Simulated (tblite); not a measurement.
Question: Give a GFN2-xTB geometry of InChI=1S/C6H10Si/c1-5-3-6(2)7-4-5/h3H,1,4,7H2,2H3.

Answer: 
Z-matrix in Å and degrees, rows numbered from 1:
```
C 
C   1  1.3316
C   2  1.4494  1  123.16
C   3  1.3415  2  118.42  1   179.95
C   4  1.4899  3  124.13  2   179.95
Si  4  1.8824  3  110.56  2    -0.04
C   2  1.5102  1  123.00  3   179.94
H   1  1.0772  2  121.73  3  -179.99
H   1  1.0773  2  121.87  3     0.04
H   3  1.0828  2  118.51  1    -0.11
H   5  1.0900  4  110.08  3  -120.79
H   5  1.0892  4  111.60  3     0.17
H   5  1.0899  4  110.07  3   121.14
H   6  1.4672  4  113.66  3  -116.60
H   6  1.4671  4  113.70  3   116.77
H   7  1.0901  2  109.57  1   -57.95
H   7  1.0901  2  109.53  1    58.16
```

The 2 C–Si bonds span 1.882 Å (C4–Si6, drawn single) to 1.904 Å (Si6–C7, drawn single), a spread of 0.022 Å. The 5-membered ring C2–C3–C4–Si6–C7 has internal angles of 91.2° to 118.4° (sum 540°, against 540° for a flat polygon); it is planar, 0.00 Å rms from its mean plane, widest ring torsion 0°. The 7 heavy atoms lie in one plane (0.001 Å rms). Of the pairs four or more bonds apart, H10···H12 is among the closest relative to their van der Waals radii: 2.48 Å, 103 % of the sum of Bondi's values.

The geometry is computed with GFN2-xTB (gas phase).

Point group: Cs (every atom within 0.08 Å of its image). Its GFN2-xTB frequencies are all real (lowest 45 cm⁻¹).
